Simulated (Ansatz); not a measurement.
`C=CC(=O)OC` and `C#COC(=O)C=C` differ in one atom or group.

Ansatz, PBE0-D4/def2-TZVP geometries, multiplicity 1. Each molecule was computed in one conformer, which needn't be the lowest.

| property | `C=CC(=O)OC` |
| --- | --- |
| LUMO energy (PBE0/def2-TZVPP) / eV | -1.36 |
| HOMO energy (B3LYP/def2-TZVPP) / eV | -7.82 |
| LUMO energy (ωB97M-V/def2-TZVPP) / eV | 0.82 |
| HOMO–LUMO gap (B3LYP/def2-TZVPP) / eV | 6.24 |
| HOMO energy (PBE0/def2-TZVPP) / eV | -8.09 |
| HOMO energy (PBE/def2-TZVPP) / eV | -6.41 |

Q: Give the same properties after the change, and the shifts. (An estimate is asked.)

A: The calculation gave: 
```tsv
property	`C#COC(=O)C=C`	shift
LUMO energy (PBE0/def2-TZVPP) / eV	-2.06	-0.70
HOMO energy (B3LYP/def2-TZVPP) / eV	-7.37	0.45
LUMO energy (ωB97M-V/def2-TZVPP) / eV	0.12	-0.70
HOMO–LUMO gap (B3LYP/def2-TZVPP) / eV	5.10	-1.14
HOMO energy (PBE0/def2-TZVPP) / eV	-7.61	0.48
HOMO energy (PBE/def2-TZVPP) / eV	-6.38	0.03
```

With PBE0 the HOMO rises by 0.48 eV and the LUMO falls by 0.70 eV, so the gap narrows by about 1.18 eV. PBE moves the HOMO by 0.03 eV and ωB97M-V by 0.69 eV.

Positive LUMOs are unbound, so they and the gaps depend on the basis.

B3LYP here is the variant with VWN-RPA as its local correlation; programs differ in this.
